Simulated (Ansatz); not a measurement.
Geometry optimisation, RKS PBE0-D4/def2-mTZVP (Ansatz).

input.yaml

```yaml
crystal:
  periodic: [false, false, false]
  atoms:
    - { symbol: Si, position_ang: [-0.830383, 0.525958, -1.061729] }
    - { symbol: Cl, position_ang: [-0.501132, -1.572141, -0.992966] }
    - { symbol: H, position_ang: [0.327296, 1.104556, -1.762392] }
    - { symbol: H, position_ang: [-1.114909, 0.942899, 0.32091] }
    - { symbol: "N", position_ang: [-2.211694, 0.9286, -1.985094] }
    - { symbol: H, position_ang: [1.656317, -0.013204, 1.470804] }
    - { symbol: "N", position_ang: [1.700349, 0.703807, 0.74886] }
    - { symbol: H, position_ang: [0.57395, -2.120523, 1.341891] }
    - { symbol: O, position_ang: [1.043434, -2.074915, 2.189007] }
    - { symbol: H, position_ang: [-2.194294, 0.850492, -2.99211] }
    - { symbol: H, position_ang: [-3.139089, 0.745142, -1.629485] }
    - { symbol: H, position_ang: [2.590921, 0.582871, 0.275993] }
    - { symbol: H, position_ang: [1.746943, 1.599662, 1.225839] }
    - { symbol: H, position_ang: [0.352289, -2.203204, 2.850374] }
basis:
  gaussian: { orbitals: def2-mTZVP }
hamiltonian:
  xc: pbe0
  dispersion: d4
relax:
  f_tol: 0.03
  max_steps: 50
```

Launched with:

```bash
$ ansatz run input.yaml --threads 4 --pin off --max-ram 5120MiB --backend cpu --events-out ev --progress --plain --runs-dir out
```

Question: Where does it end, and by what steps?

Answer: It converged. After 16 steps the energy has fallen by 0.062 eV; H12 moved furthest, 0.45 Å.

| step | energy less start (eV) | largest force component (eV/Å) | accepted |
| --- | --- | --- | --- |
| 0 | 0.0000 | 0.213 | yes |
| 1 | -0.0284 | 0.483 | yes |
| 2 | -0.0339 | 0.671 | yes |
| 3 | -0.0401 | 0.556 | yes |
| 4 | -0.0438 | 0.495 | yes |
| 5 | -0.0492 | 0.399 | yes |
| 6 | -0.0522 | 0.214 | yes |
| 7 | -0.0555 | 0.116 | yes |
| 8 | -0.0568 | 0.075 | yes |
| 9 | -0.0581 | 0.085 | yes |
| 10 | -0.0580 | 0.104 | no |
| 11 | -0.0592 | 0.044 | yes |
| 12 | -0.0600 | 0.109 | yes |
| 13 | -0.0602 | 0.103 | yes |
| 14 | -0.0609 | 0.045 | yes |
| 15 | -0.0612 | 0.037 | yes |
| 16 | -0.0617 | 0.023 | yes |

```xyz
14
Properties=species:S:1:pos:R:3
Si -0.604 0.594 -0.861
Cl -0.105 -1.481 -1.000
H 0.376 1.383 -1.629
H -1.067 0.889 0.508
N -2.046 0.844 -1.781
H 1.396 -0.033 1.333
N 1.482 0.624 0.556
H 0.479 -2.061 1.259
O 0.881 -1.890 2.124
H -2.014 0.809 -2.790
H -2.931 0.486 -1.448
H 2.302 0.344 0.025
H 1.680 1.541 0.946
H 0.172 -2.049 2.757
```

Run time: 68 s on 4 threads of Arm Neoverse N1 (shared host), peak memory 0.33 GiB.
